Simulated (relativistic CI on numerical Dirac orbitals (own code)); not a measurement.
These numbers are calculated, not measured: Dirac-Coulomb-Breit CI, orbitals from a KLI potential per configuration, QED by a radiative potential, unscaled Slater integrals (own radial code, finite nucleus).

The strongest absorption lines from the ground level of an ion, among the configurations computed and to levels below about 310 eV (vacuum wavelength in Å, gf): 42.880 (0.44), 42.926 (0.72), 57.499 (0.42), 84.545 (7.1), 86.863 (1.5), 88.231 (9), 89.111 (1), 110.68 (0.42).

**Question.** Which ion is it?
A. Ce19+
B. Ce21+
C. Ce23+
D. Ba19+

**Answer.** B. Ce21+ has 37 electrons and the ground level 4s2 4p6 4d 2D_3/2; the strongest line goes to 4s2 4p5 4d2 2F°_5/2. The pattern of lines fixes the number of electrons, and along that sequence the line energies rise steadily with the charge (about as its square where n changes within one kind of shell, about linearly where n is kept but much faster in heavy ions where fine structure, which grows about as Z⁴, sets the gap, and irregularly where shells cross), which fixes Z. Configurations outside the model, such as inner-shell arrays, can give stronger lines. At this charge energies of transitions that change n are usually good to better than 1 %, and those within a shell (Δn = 0) to a few per cent.

LS names give the leading component of a level, which can be under half, so a name can repeat, a term be missing and a line seem to break the LS rules.
